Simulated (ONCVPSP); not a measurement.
An all-electron radial function and its pseudo partner (Ti (Z = 22))

Columns: radius, all-electron u(r) and pseudo u(r) of the 3p shell (level -38.86 eV) of titanium in the configuration [Ne] 3s2 3p6 3d2 4s2; PBE, scalar-relativistic, ONCV scheme, ONCVPSP 4.0.1.

| r (bohr) | all-electron | pseudo |
| --- | --- | --- |
| 0.090 | -0.3595 | 0.0280 |
| 0.180 | -0.5264 | 0.1059 |
| 0.270 | -0.3567 | 0.2237 |
| 0.360 | -0.0341 | 0.3723 |
| 0.450 | 0.3037 | 0.5343 |
| 0.540 | 0.5893 | 0.6884 |
| 0.630 | 0.8014 | 0.8237 |
| 0.720 | 0.9391 | 0.9341 |
| 0.810 | 1.0120 | 1.0068 |
| 0.900 | 1.0338 | 1.0326 |
| 0.990 | 1.0179 | 1.0177 |
| 1.080 | 0.9760 | 0.9759 |
| 1.170 | 0.9176 | 0.9175 |
| 1.260 | 0.8499 | 0.8498 |
| 1.350 | 0.7780 | 0.7779 |
| 1.440 | 0.7056 | 0.7055 |
| 1.530 | 0.6352 | 0.6352 |
| 1.620 | 0.5685 | 0.5684 |
| 1.710 | 0.5062 | 0.5061 |
| 1.800 | 0.4489 | 0.4489 |
| 1.890 | 0.3968 | 0.3967 |
| 1.980 | 0.3497 | 0.3496 |
| 2.070 | 0.3074 | 0.3074 |
| 2.160 | 0.2698 | 0.2697 |
| 2.250 | 0.2363 | 0.2363 |
| 2.340 | 0.2067 | 0.2067 |

(1) How many radial nodes do the two functions have?

(2) At about which radius was the pseudo-wave matched?

(3) Is the pseudo-wave norm-conserving?

## Answers

(1) The all-electron 3p function has n − l − 1 = 1; the pseudo-wave has 0, since the states of the same l below it are removed with the core.

(2) 1.10 bohr. The columns agree to 0.0005 from 0.99 bohr on; several derivatives are matched, so the curves merge somewhat inside the radius.

(3) Yes: the ONCV scheme keeps the norm inside the radius equal to the all-electron one, which fixes the energy derivative of the logarithmic derivative at the level.
